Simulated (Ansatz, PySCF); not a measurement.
System: PbF (charge 0, doublet). 
Structure (B3LYP-D3(BJ)/def2-TZVP (Ansatz, an electronic-structure program) minimum search):
```xyz
2

Pb     0.0000     0.0000    -0.2049
F      0.0000     0.0000     1.8668
```
Charge 0, spin multiplicity 2.

Total electronic energies in hartree. Cores are frozen in the correlated levels unless marked. UHF or UKS for open shells. No spin-orbit coupling. Frozen are the shells of the preceding noble gas and the d and f shells that filled before the atom's block. Past Kr the def2 sets carry scalar-relativistic core potentials. Basis-set limits of correlation are two-point, X^-3; Hartree-Fock from the larger set. [CCSD(T)-MP2]/basis is that difference in the basis named.

```csv
level,program,energy (Eh)
PBE/def2-TZVPD,PySCF,-292.71952
BLYP/def2-TZVPD,Ansatz,-292.75834
TPSS-D3(BJ)/def2-TZVPD,PySCF + dftd3,-292.73062
wB97M-V/def2-TZVPD,Ansatz,-292.68131
CCSD/def2-QZVPPD,Ansatz,-291.69530
"CCSD/CBS(def2-TZVPP,def2-QZVPP)",Ansatz,-291.7143
"RI-MP2/CBS(def2-TZVPP,def2-QZVPP)+[CCSD(T)-MP2]/def2-SVP",Ansatz,-291.7289
"RI-MP2/CBS(def2-TZVPPD,def2-QZVPPD)+[CCSD(T)-MP2]/def2-QZVPPD",Ansatz,-291.7279
"CCSD(T)/CBS(def2-TZVPPD,def2-QZVPPD)",Ansatz,-291.7270
```

Totals of different functionals don't rank their quality; only differences between species are comparable.
